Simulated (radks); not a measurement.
Values are calculated unless marked as measured or tabulated.
Excited configurations of Zr I: one electron is placed in a higher orbital outside [Kr] 4d2 5s1. The ground configuration is [Kr] 4d2 5s2. Code: a radial shooting solver on a logarithmic mesh with Libxc functionals. Model: scalar-relativistic Kohn-Sham, BLYP, spin-polarised, spherical densities, point nucleus; open shells are filled with parallel spins first (spin-orbit coupling, left out, can overturn this in heavy ions). Excitation = E - E(ground); binding = E(ion) - E, where the ion is the core of charge +1; n* = 1/sqrt(2 binding) in atomic units, and the quantum defect is n - n*.

| outer orbital | excitation (eV) | binding (eV) | n* | quantum defect | eigenvalue (eV) | <r> (bohr) |
|---|---|---|---|---|---|---|
| 5p | 2.305 | 4.265 | 1.786 | 3.214 | -2.131 | 4.790 |
| 5d | 5.043 | 1.526 | 2.986 | 2.014 | -0.631 | 10.45 |
| 6f | 6.046 | 0.523 | 5.100 | 0.900 | -0.310 | 40.56 |
| 7s | 5.281 | 1.289 | 3.249 | 3.751 | -0.763 | 17.08 |
| 7d | 5.855 | 0.714 | 4.364 | 2.636 | -0.427 | 30.23 |

The Delta-SCF ionisation energy is 6.570 eV (NIST Atomic Spectra Database: 6.634 eV, measured). Self-interaction in the functional shifts the binding energies and quantum defects, so they are the method's values and not measured ones. Open shells are spherical and high-spin; term and fine-structure splittings are not resolved.
